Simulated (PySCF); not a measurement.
Coordinates in bohr (charge -1 multiplicity 1):
```
Br    0.0000    0.0000    0.0000
Br    0.0000    0.0000    4.9966
Br    0.0000    0.0000   -4.9966
```

Method: B3LYP/[Br def2-SVPD], no relativity, density fitting, PySCF.

This geometry of [Br3]- is a stationary point at this level.

What is the point group?

D∞h.

Is it a minimum?

Yes: all harmonic wavenumbers are real.

Which band is strongest in the infrared?

181 cm⁻¹ (σu+), 165 km/mol.

Give the ideal-gas entropy at 298.15 K and 1 bar by parts.

translation 177.0, rotation 81.7, vibration 52.8, spin 0.0; total 311.5 J/(mol K).

Other isomers or separated fragments may lie lower. The lowest empty level of this anion is unbound, so it and the gap depend on the basis.
